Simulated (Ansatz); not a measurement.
A structure relaxed at PBE-D4/def2-SVP in Ansatz, charge 1, doublet:

```csv
atom,x (Å),y (Å),z (Å)
Al1,0.022,1.409,-0.806
Al2,1.985,-0.534,-1.102
Al3,-0.983,1.615,2.735
Al4,-0.109,-1.296,0.687
Al5,-0.838,-1.485,-2.016
F6,1.015,-1.464,-2.410
F7,-0.428,2.029,0.842
F8,-0.664,-0.274,2.070
```

(1) Give its formula.

(2) Summarise the bond lengths by kind (pairs closer than 1.2 times the sum of covalent radii, bridged metal pairs left out).

Results:

(1) the cluster Al5F3⁺.

(2) 6 × Al–F 1.81 to 2.03 Å; 3 × Al–Al 2.78 to 2.86 Å.

Another isomer (doublet) lies 0.06 eV lower at PBE0-D4/def2-TZVP; other spin states weren't run for this one.
